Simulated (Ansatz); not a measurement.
A run on `N[SiH2][SiH2][GaH][F]` with other settings.

```yaml
crystal:
  periodic: [false, false, false]
  atoms:
    - {symbol: N, position_ang: [-0.711523, 0.847005, -0.736203]}
    - {symbol: Si, position_ang: [-1.167449, -0.798947, -0.121043]}
    - {symbol: Si, position_ang: [0.896126, -1.234926, 0.886016]}
    - {symbol: Ga, position_ang: [1.163986, 1.117901, 0.318958]}
    - {symbol: F, position_ang: [2.063503, 1.283201, -1.222837]}
    - {symbol: H, position_ang: [-1.425975, 1.562319, -0.667189]}
    - {symbol: H, position_ang: [-0.353228, 0.858589, -1.687956]}
    - {symbol: H, position_ang: [-1.720018, -1.604288, -1.243808]}
    - {symbol: H, position_ang: [-2.260047, -0.519118, 0.848987]}
    - {symbol: H, position_ang: [1.702733, -2.231272, 0.132578]}
    - {symbol: H, position_ang: [0.724179, -1.689995, 2.291874]}
    - {symbol: H, position_ang: [1.087713, 2.409543, 1.200612]}
basis:
  gaussian: {orbitals: def2-SVPD}
magnetization: {spin_polarized: true, initial_magnetization: 0}
hamiltonian: {xc: {name: B3LYP5}}
scf: {lower_state_search: light}
output: {forces: true}
```

```sh
$ ansatz run in.yaml --threads 4 --pin off --events-out ev --progress --plain --max-ram 10444MiB
```

Output, abridged:

```
Functional definition: B3LYP5
1790 factors; integrals over basis functions are off by at most 1.2e-3 eV
mean field evaluation 1: about -72428.4213 eV, gradient 4.6e1 eV
mean field evaluation 2: about -72410.8727 eV, gradient 8.4e1 eV
mean field evaluation 4: about -72435.7405 eV, gradient 5.2e0 eV
mean field evaluation 8: about -72435.8465 eV, gradient 3.4e-1 eV
mean field evaluation 16: about -72435.8469 eV, gradient 2.3e-5 eV
mean field -72435.84690893 eV, -2661.9682751227 hartree, gradient 2.3e-5 eV, S^2 0.000000; 0 other end points of the search recorded, 0 dependent functions left out
reference -72435.84723483 eV, -2661.9682870993 hartree; 41, 41 occupied and 144, 144 virtual orbitals, 1790 factors
Total energy: -72435.84723483 eV, -2661.9682870993 hartree
Atom 0 at    -0.711523     0.847005    -0.736203 Å, force     0.078739     0.203913    -0.049483 eV/Å
Atom 1 at    -1.167449    -0.798947    -0.121043 Å, force    -0.295843    -0.497266     0.116738 eV/Å
Atom 2 at     0.896126    -1.234926     0.886016 Å, force     0.126545    -0.080662     0.068248 eV/Å
Atom 3 at     1.163986     1.117901     0.318958 Å, force    -0.055465     0.113084     0.565482 eV/Å
Atom 4 at     2.063503     1.283201    -1.222837 Å, force     0.289082     0.066778    -0.489334 eV/Å
Atom 5 at    -1.425975     1.562319    -0.667189 Å, force    -0.167429     0.219602    -0.002938 eV/Å
Atom 6 at    -0.353228     0.858589    -1.687956 Å, force     0.071438     0.048963    -0.243781 eV/Å
Atom 7 at    -1.720018    -1.604288    -1.243808 Å, force    -0.033657    -0.043108    -0.071790 eV/Å
Atom 8 at    -2.260047    -0.519118     0.848987 Å, force    -0.074305     0.015524     0.053786 eV/Å
Atom 9 at     1.702733    -2.231272     0.132578 Å, force     0.050062    -0.063313    -0.033572 eV/Å
Atom 10 at     0.724179    -1.689995     2.291874 Å, force    -0.000016    -0.030771     0.081312 eV/Å
Atom 11 at     1.087713     2.409543     1.200612 Å, force     0.010848     0.047256     0.005331 eV/Å
Dipole moment:    -0.781411    -0.131563     0.051368 e Å
```

Hardware: 4 threads of an Arm Neoverse V2 on a shared host. Wall time 7.5 s, peak host memory 0.88 GiB.
